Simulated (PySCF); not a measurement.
## Structure from NMR data

Molecular formula: C4H9N2PSi2. Simulated spectra:

¹H NMR (300 MHz, computed): δ 4.25 (m, 1H), 4.13 (m, 1H), 2.12 (s, 3H), 1.45 (m, 2H), 0.57 (br s, 2H).

¹³C{¹H} NMR (computed): δ 122.8 (C), 117.0 (C), 88.4 (C), 5.9 (CH3).

Method: shielding tensors at PBE0/pcSseg-1 (GIAO), coordinates at the GFN2-xTB level, in PySCF (no solvent, averaged over atoms made equivalent by symmetry, fast rotation or ring inversion, relativity neglected, one conformer).

Chemical shifts δ = σref − σ; ¹H (σref 31.72), ¹³C (σref 186.93) against TMS, all at this level.

**Question.** What is the structure?

**Answer.** 
4 carbon signals for 4 carbons: no two carbons are equivalent. Carbon types of the structure: 3 × C, 1 × CH3, leaving 6 H on heteroatoms. δC 122.8: nitrile carbon; this is the usual window of a C≡N carbon, which has no attached hydrogen. δC 117.0, 88.4: alkyne carbon. δC 5.9: propargylic methyl carbon; a saturated carbon with 1 carbon neighbour and no heteroatom attached. δH 4.25, 4.13: hydrogen on a silicon bonded to C, Si. δH 2.12: hydrogen on a propargylic methyl carbon. δH 1.45: hydrogen on a phosphorus bonded to Si. δH 0.57: hydrogen on a nitrogen bonded to Si; exchangeable, gas-phase position.

These data were computed for SMILES N#C[SiH2][Si@](C#CC)(N)P.

The data come from this structure; uniqueness wasn't tested.

OH and NH positions are those of a molecule without intermolecular hydrogen bonds; in solution they move with solvent, concentration and temperature, and exchange usually removes their couplings. Splittings by ³¹P in the carbon and heteronuclear signals aren't shown, as no couplings were computed. Shifts are as computed. Against solution values, carbons near 30 ppm lie about +3 ppm off and those near 130 ppm about +5 ppm. Of 1211 compounds with measured shifts, 218 miss one by over three times the rms of a fit or turn the order of signals round; such compounds aren't used in these exercises. No couplings were computed; multiplicities are counted from neighbouring protons, with m where these are inequivalent, close in shift, in a saturated or five-membered ring or joined by F or P, and br s for small geminal =CH2 splittings.
